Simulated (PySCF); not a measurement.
## Fe³⁺ (iron, charge +3): UHF calculation

Configuration: [Ar] 3d5, high-spin 6S determinant. All numbers are calculated (PySCF 2.14, no relativity, point nucleus, in aug-cc-pwCVTZ (10s9p7d4f3g, 127 functions)).

```
Total energy                                     : -1260.616343 hartree
One-electron energy                              : -1710.2535 hartree
Hartree (Coulomb) energy                         : 503.3709 hartree
Exchange energy                                  : -53.7338 hartree
Kinetic energy                                   : 1260.65134 hartree
⟨S²⟩                                             : 8.7513
⟨L²⟩                                             : 0.000
Sum of ⟨r⟩                                       : 13.60 bohr
Sum of ⟨r²⟩                                      : 12.91 bohr²
Density at the nucleus (Gaussians lack the cusp) : 11800 bohr⁻³
Spin density at the nucleus                      : -0.526 bohr⁻³
Langevin diamagnetic susceptibility              : -10.2 ×10⁻⁶ cm³/mol
```

```json
{"shell": "1s β", "electrons": "1", "mean orbital energy (eV)": "-7150.1", "rms radius, mean of both spins (bohr)": "0.0685"}
{"shell": "1s α", "electrons": "1", "mean orbital energy (eV)": "-7150.1", "rms radius, mean of both spins (bohr)": "0.0685"}
{"shell": "2s α", "electrons": "1", "mean orbital energy (eV)": "-909.37", "rms radius, mean of both spins (bohr)": "0.292"}
{"shell": "2s β", "electrons": "1", "mean orbital energy (eV)": "-904.74", "rms radius, mean of both spins (bohr)": "0.292"}
{"shell": "2p α", "electrons": "3", "mean orbital energy (eV)": "-786.30", "rms radius, mean of both spins (bohr)": "0.261"}
{"shell": "2p β", "electrons": "3", "mean orbital energy (eV)": "-781.79", "rms radius, mean of both spins (bohr)": "0.261"}
{"shell": "3s α", "electrons": "1", "mean orbital energy (eV)": "-156.58", "rms radius, mean of both spins (bohr)": "0.872"}
{"shell": "3s β", "electrons": "1", "mean orbital energy (eV)": "-143.86", "rms radius, mean of both spins (bohr)": "0.872"}
{"shell": "3p α", "electrons": "3", "mean orbital energy (eV)": "-118.82", "rms radius, mean of both spins (bohr)": "0.922"}
{"shell": "3p β", "electrons": "3", "mean orbital energy (eV)": "-103.44", "rms radius, mean of both spins (bohr)": "0.922"}
{"shell": "3d α", "electrons": "5", "mean orbital energy (eV)": "-56.429", "rms radius, mean of both spins (bohr)": "1.07"}
```

Spin-orbit constants ζ (cm⁻¹) from the X2C one-electron operator on these orbitals (non-relativistic here): bare nucleus, nucleus screened by l(l+1)(2l+1)/3 electrons, and screened by the Breit-Pauli mean field of the electrons.

| shell | bare | screened nucleus | mean field |
| --- | --- | --- | --- |
| 2p | 67790 | 62580 | n/a |
| 3p | 8463 | 7812 | n/a |
| 3d | 868.3 | 534.4 | n/a |
